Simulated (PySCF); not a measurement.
GeF4, SMILES [F][Ge]([F])([F])[F]. Heavy atoms are numbered as in [F:1][Ge:2]([F:3])([F:4])[F:5].

Geometry optimised at TPSSh-D3(BJ)/def2-SVP. The isomer is the one that the SMILES or the coordinates give; other isomers of the formula were not compared.

Calculation: PBE/pcSseg-1 (PySCF).

GIAO shieldings, no solvent; atoms alike by connectivity are averaged. δ = σ(ref) − σ: ¹⁹F against CFCl3 (σ = 133.6 ppm); ⁷³Ge against GeH4 (σ = 1614.4 ppm), references at their B3LYP-D3(BJ)/def2-TZVP geometries, non-relativistic.

Computed chemical shifts:
```
nucleus  atoms  count  δ (ppm)
-------  -----  -----  -------
¹⁹F         F1      4   -170.8
⁷³Ge       Ge2      1    215.5
```
